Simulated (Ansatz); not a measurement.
`N[AsH]S` at its PBE0-D4/def2-TZVP geometry, where that method's forces vanish. Total charge 0; spin multiplicity 1.

| atom | x (Å) | y (Å) | z (Å) |
| --- | --- | --- | --- |
| N1 | 0.280 | 1.177 | -0.257 |
| As2 | -0.528 | -0.131 | 0.751 |
| S3 | -0.230 | -1.926 | -0.560 |
| H4 | -0.059 | 2.102 | -0.037 |
| H5 | 1.287 | 1.163 | -0.317 |
| H6 | 0.667 | -0.583 | 1.595 |
| H7 | -1.416 | -1.803 | -1.176 |

(1) For each bond, give half the difference of the two atoms' forces along it (eV/Å; positive pushes the atoms apart) under PBE-D4, r2SCAN-D4, B3LYP-D4, ωB97M-V in def2-TZVPP. (Estimate.)

Results:

(1) Ansatz gave: 
```
  bond  length (Å)  PBE-D4  r2SCAN-D4  B3LYP-D4  ωB97M-V
N1–As2       1.838    0.31       0.13      0.29     0.05
 N1–H4       1.010    0.19       0.00     -0.06    -0.03
 N1–H5       1.009    0.16      -0.01     -0.07    -0.04
As2–S3       2.243    0.32       0.13      0.31    -0.02
As2–H6       1.531    0.24       0.00      0.02    -0.13
 S3–H7       1.342    0.26       0.01     -0.03    -0.10
```

B3LYP here is the variant with VWN-RPA as its local correlation; programs differ in this.
